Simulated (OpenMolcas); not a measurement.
## Rh2+: effect of the active space

| Property | Result |
| --- | --- |
| Program | OpenMolcas 26.06 |
| Method | SS-CASPT2, IPEA 0.25 Eh, imaginary shift 0.1 Eh |
| Basis | ANO-RCC-VQZP |
| Scalar Hamiltonian | DKH2, point nucleus |
| Spin-orbit coupling | state interaction with AMFI integrals over the reference wave functions, term energies averaged over their components |

A. 7 electrons in 5 orbitals (4d); 2S+1 = 4 even, 10 roots; 2S+1 = 2 even, 40 roots; closed shells correlated: 4s 4p; CASPT2 step of the order of 22 core-seconds
B. 7 electrons in 6 orbitals (4d 5s); 2S+1 = 4 even, 60 roots; 2S+1 = 6 even, 5 roots kept (CI in the orbitals of an earlier block); 2S+1 = 2 even, 110 roots kept (CI in the orbitals of an earlier block); closed shells correlated: 4s 4p; CASPT2 step of the order of 100 core-seconds
C. 7 electrons in 10 orbitals (4d 5d); 2S+1 = 4 even, 10 roots; 2S+1 = 2 even, 40 roots; closed shells correlated: 4s 4p; CASPT2 step roughly 40 core-minutes

Energies in cm⁻¹ above 4d⁷ ⁴F_9/2, the measured ground level; measured values from the list in Shadmi, J. Res. Natl. Bur. Stand. 70A, 435 (1966).

```tsv
Level	A	B	C	Measured
4d⁷ ⁴F_9/2	0.0	0.0	0.0	0.0
4d⁷ ⁴F_7/2	2130	2250	2100	2148
4d⁷ ⁴F_5/2	3480	3640	3420	3486
4d⁷ ⁴F_3/2	4330	4520	4250	4322
4d⁷ ⁴P_5/2	11720	11240	11410	11062
4d⁷ ⁴P_3/2 [74 %]	11820	11120	11320	10997
4d⁷ ⁴P_1/2	13200	12720	12780	
4d⁷ ²G_9/2	13210	13060	13250	
4d⁷ ²G_7/2	15320	15210	15320	
4d⁷ ²P_3/2 [51 %]	17090	16200	16440	
4d⁷ ²H_11/2	17620	17850	17920	
4d⁷ ²D_5/2(1)	18750	18400	18800	
4d⁷ ²P_1/2	19410	18250	18420	
4d⁷ ²H_9/2	19760	20070	20010	
4d⁷ ²D_3/2(1) [66 %]	22470	21970	22280	
4d⁷ ²F_5/2	27520	26970	27480	
4d⁷ ²F_7/2	28570	28070	28570	
4d⁷ ²D_3/2(2)	44010	43410	43900	
4d⁷ ²D_5/2(2)	45040	44400	45110
```

Deviations, from unrounded energies. A percentage is the sum of absolute deviations over the sum of measured energies, with the sign that they share, or ± where signs differ.

| Against measurement | Levels | A | B | C |
| --- | --- | --- | --- | --- |
| mean absolute deviation (cm-1) | 5 | 300 | 150 | 170 |
| fine structure of the ground term (%) | 3 | ±0.3 | +4.5 | -1.9 |
| other terms of the ground configuration (%) | 2 | +6.7 | +1.4 | +3.0 |

B lies closest to measurement on these levels and A furthest from it. The largest miss of B in the table is 4d⁷ ⁴F_3/2, by +190 cm-1. The ranking rests on the paired levels alone, and a cruder setting can come out closer through cancelling errors.

The two smallest mean deviations differ by little beside CASPT2's spread within terms, so their order carries little weight.

Among A to C the level of the table that moves most is 4d⁷ ²P_1/2, by 1200 cm-1 (lowest in B, highest in A). Moves below CASPT2's spread within the term are not significant.

Term energies are means over components that CASPT2 splits; among the terms shown or strongly mixed into the levels shown the widest spread is 730 cm-1 (4d⁷ ⁴F, A). Levels of configurations with an s electron are missing; early in the row they begin among the upper levels of the d shell and mix with terms of their name (holds for A). The CASPT2 spread within a term exceeds the gap to the next term for 4d⁷ ²P and 4d⁷ ²H, so the order of their levels is uncertain (holds for A). Terms from blocks run as CI alone lack orbitals of their own (holds for B). Active for correlation alone: 5d; no level in the range computed is led by a configuration that fills it, so any true level of that kind is missing (holds for C). Measured partners are found by configuration, term and J. A level has none where our copy of the source lacks it or the pairing is in doubt (some pairs that miss far off the trend of their configuration count as doubtful), and it then counts in no deviation. Levels of configurations outside the active space are missing. The table leaves out levels that lie high or whose names do not pair safely across all columns.

A share in square brackets marks a mixed level and gives the weight of the term that names it, the lowest over the columns. A number in round brackets counts repeated terms of one configuration in the order of the reference energies.
